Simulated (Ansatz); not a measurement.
Ansatz (a quantum-chemistry and plane-wave program) input (B97M-V/def2-TZVPD):

Ansatz 0.2 input:
```yaml
crystal:
  periodic: [false, false, false]
  atoms:
    - {symbol: N, position_ang: [1.34124605, -0.63112076, 0.03977880]}
    - {symbol: B, position_ang: [0.02705787, 0.00406286, 0.00419266]}
    - {symbol: N, position_ang: [-1.17150557, -0.72202295, 0.15891428]}
    - {symbol: O, position_ang: [-0.05513706, 1.35339272, -0.26907372]}
    - {symbol: H, position_ang: [1.57586930, -1.09217537, 0.91983713]}
    - {symbol: H, position_ang: [-2.06291184, -0.31699704, -0.07307637]}
    - {symbol: H, position_ang: [-1.20102357, -1.70756317, 0.34658722]}
    - {symbol: H, position_ang: [0.80568989, 1.74128545, -0.45257299]}
basis:
  gaussian:
    orbitals: def2-TZVPD
hamiltonian:
  xc: {name: B97M-V}
magnetization: {spin_polarized: true, initial_magnetization: 1}
output: {forces: true}
```

Output:

```
Functional definition: B97M-V
integrals: 0.09 GiB planned
911 factors; their error is unknown
0.33 GiB of the device are held for the grids
0.95 GiB of device memory are held for the factors and their scratch space
mean field: 1.07 GiB planned
mean field evaluation 1: about -5760.1810 eV, gradient 5.6e1 eV
mean field evaluation 2: about -5741.0659 eV, gradient 8.4e1 eV
mean field evaluation 4: about -5771.3613 eV, gradient 7.1e0 eV
mean field evaluation 8: about -5771.5828 eV, gradient 2.1e-1 eV
mean field evaluation 16: about -5771.5693 eV, gradient 8.4e-4 eV
mean field -5771.56933178 eV, -212.1012608327 hartree, gradient 6.1e-5 eV, S^2 0.755138; 0 other end points of the search recorded, 0 dependent functions left out
the calculation of the forces begins
reference -5771.56940174 eV, -212.1012634035 hartree; 16, 15 occupied and 171, 172 virtual orbitals, 911 factors
Total energy: -5771.56940174 eV, -212.1012634035 hartree
Atom 0 at     1.341246    -0.631121     0.039779 Å, force    -0.079291    -0.012546     0.132996 eV/Å
Atom 1 at     0.027058     0.004063     0.004193 Å, force     0.073802    -0.009391     0.014855 eV/Å
Atom 2 at    -1.171506    -0.722023     0.158914 Å, force    -0.029204     0.036974    -0.012574 eV/Å
Atom 3 at    -0.055137     1.353393    -0.269074 Å, force     0.118024    -0.081398    -0.012148 eV/Å
Atom 4 at     1.575869    -1.092175     0.919837 Å, force    -0.062769     0.094823    -0.164392 eV/Å
Atom 5 at    -2.062912    -0.316997    -0.073076 Å, force     0.173016    -0.134793     0.041200 eV/Å
Atom 6 at    -1.201024    -1.707563     0.346587 Å, force    -0.022226     0.235612    -0.054837 eV/Å
Atom 7 at     0.805690     1.741285    -0.452573 Å, force    -0.171353    -0.129281     0.054901 eV/Å
Dipole moment:    -0.115698    -0.181812     0.202729 e Å
```

It need not be the lowest isomer of its formula.
